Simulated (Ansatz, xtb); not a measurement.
## C2H9AlOSi: which of two structures lies lower

Structure a: `[AlH2][O]CC[SiH3]`, a singlet. Structure b: a singlet given by its coordinates. Both are isolated molecules in the gas phase, relaxed with B3LYP-D3(BJ)/def2-SVP; the shapes shown needn't be the lowest conformers.

a (Å):

```yaml
atoms:
  - { symbol: C, position_ang: [0.5364, 0.5228, 0.1185] }
  - { symbol: C, position_ang: [-0.2096, -0.8012, -0.0489] }
  - { symbol: Al, position_ang: [-1.3457, 2.9061, -0.3037] }
  - { symbol: O, position_ang: [-0.2967, 1.6158, -0.0776] }
  - { symbol: Si, position_ang: [0.8546, -2.3488, 0.1954] }
  - { symbol: H, position_ang: [-2.0922, 3.5042, 0.9553] }
  - { symbol: H, position_ang: [-1.5380, 3.4728, -1.7670] }
  - { symbol: H, position_ang: [1.3789, 0.5643, -0.5992] }
  - { symbol: H, position_ang: [0.9811, 0.5696, 1.1319] }
  - { symbol: H, position_ang: [-0.6556, -0.8434, -1.0584] }
  - { symbol: H, position_ang: [-1.0490, -0.8406, 0.6677] }
  - { symbol: H, position_ang: [0.0201, -3.5713, 0.0097] }
  - { symbol: H, position_ang: [1.4413, -2.3725, 1.5686] }
  - { symbol: H, position_ang: [1.9743, -2.3777, -0.7923] }
```

b (Å):

```xyz
14

C    -0.8457   -0.0591    1.7713
C     0.3178    0.9452    1.8558
Al    0.6875   -1.7178   -0.0460
O    -0.6592   -0.9905    0.7441
Si    0.9130    1.4602    0.1396
H     1.9840   -2.0826    0.7910
H     0.4109   -2.2369   -1.5091
H    -0.9680   -0.5711    2.7452
H    -1.7863    0.4919    1.5833
H     1.1825    0.5014    2.3812
H     0.0280    1.8411    2.4315
H     1.4524    0.2404   -0.5845
H    -0.1742    2.0054   -0.7164
H     2.0558    2.4124    0.2102
```

Close contacts (Å): C1–C2 1.54, C1–O4 1.40, C2–Si5 1.89, Al3–O4 1.72, C1–H8 1.11, C1–H9 1.11, C2–H10 1.10, C2–H11 1.10, Al3–H6 1.59, Al3–H7 1.58, Al3–H12 2.17, Si5–H12 1.52, Si5–H13 1.49, Si5–H14 1.49.

Problem. Which of the two would you expect CCSD(T)/def2-SVP + ΔMP2/def2-TZVPP electronic energies to favour?

Solution. Structure b; the calculation gives E(b) − E(a) = −3.5 kcal/mol.

How the difference moves with the method:

```tsv
level	geometry	E(b) − E(a) (kcal/mol)	departure from the last row (kcal/mol)	job, with rough time for the two
GFN2-xTB	GFN2-xTB	−1.2	+2.4	optimisation, 0.28 s
HF/STO-3G	GFN2-xTB	+0.7	+4.3	single point, 0.36 s
r2SCAN-D4/def2-SVP	GFN2-xTB	−1.2	+2.3	single point, 3.3 s
B3LYP-D3(BJ)/def2-SVP	B3LYP-D3(BJ)/def2-SVP	−3.3	+0.3	optimisation, 76 s
HF/def2-SVP	B3LYP-D3(BJ)/def2-SVP	+0.9	+4.5	part of the CCSD(T) run
MP2/def2-SVP	B3LYP-D3(BJ)/def2-SVP	−2.6	+1.0	part of the CCSD(T) run
CCSD(T)/def2-SVP	B3LYP-D3(BJ)/def2-SVP	−2.8	+0.7	single point
CCSD(T)/def2-SVP + ΔMP2/def2-TZVPP	B3LYP-D3(BJ)/def2-SVP	−3.5		single point, 33 s
```

HF/STO-3G, HF/def2-SVP put the two in the other order. The largest departure from CCSD(T)/def2-SVP + ΔMP2/def2-TZVPP is that of HF/def2-SVP, 4.5 kcal/mol. A small imaginary or near-zero mode remains, so no thermal terms are given. The last row adds to CCSD(T) the change of the MP2 difference between the two basis sets, here −0.7 kcal/mol.

The correlated steps freeze 13 core orbitals. Run with Ansatz 0.2.0, xtb 6.7.1; the last row on 2 threads of Intel(R) Xeon(R) Platinum 8488C (Sapphire Rapids) on a shared host.
